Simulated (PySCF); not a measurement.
[Eu(S2)2]− at several levels of theory

Computed with PySCF 2.14.0 (density fitting, no spin-orbit coupling) at the geometry relaxed with r2SCAN:

```xyz
5
[Eu(S2)2]− (singlet in the valence; each metal's 4f electrons, 6 of them, lie in its core potential, out of spins and levels)
Eu    0.0000    0.0000    0.0000
S     0.7713    0.7713    2.4112
S    -0.7713   -0.7713    2.4112
S     0.7713   -0.7713   -2.4112
S    -0.7713    0.7713   -2.4112
```

| level | basis | state | HOMO (eV) | gap (eV) | charge on Eu1 (e) | population of f-type functions on Eu1 (polarisation alone where 4f lies in the core) | dipole about the centre of mass (D) | largest force component (eV/Å) |
| --- | --- | --- | --- | --- | --- | --- | --- | --- |
| r2SCAN | Eu lcecp-1-SVP with ECP52, S def2-SVP | singlet | -0.54 | 2.11 | 0.74 | 0.05 | 0.00 | 0.01 |
| HF | the same | singlet | -3.90 | 7.97 | 1.09 | 0.06 | 0.00 | 0.20 |
| r2SCAN | Eu lcecp-1-TZVP with ECP52, S def2-TZVP | singlet | -0.80 | 2.22 | 1.16 | 0.06 | 0.00 | 0.35 |

In the lcecp rows the 4f levels are missing from HOMO and gap, and the state counts the valence alone.

Charges are Mulliken's, which hang on the basis. The relaxation used the grid (50, 194), these runs (75, 302) or, all-electron (x2c bases, spin-free X2C Hamiltonian), (99, 590).

**Question.** A further run in the first row's basis gives HOMO (eV) -3.58, gap (eV) 7.05, charge on Eu1 (e) 0.75, population of f-type functions on Eu1 (polarisation alone where 4f lies in the core) 0.06, dipole about the centre of mass (D) 0.00, largest force component (eV/Å) 0.22. Which level was it?
A. BLYP
B. TPSSh
C. wB97X

**Answer.** C. The others give HOMO -0.83 eV (TPSSh); 0.00 eV (BLYP).

In the first row's basis the gap widens with exact exchange: 1.5 to 2.1 eV for BLYP, r2SCAN (none); 2.6 eV for TPSSh (a fixed share); 7.1 to 8.0 eV for wB97X, Hartree–Fock (rising or full at long range).

No frequency check is given that shows the relaxed geometry to be a minimum. An lcecp potential fixes the number of 4f electrons, so in runs with it no electron can move into or out of that shell.
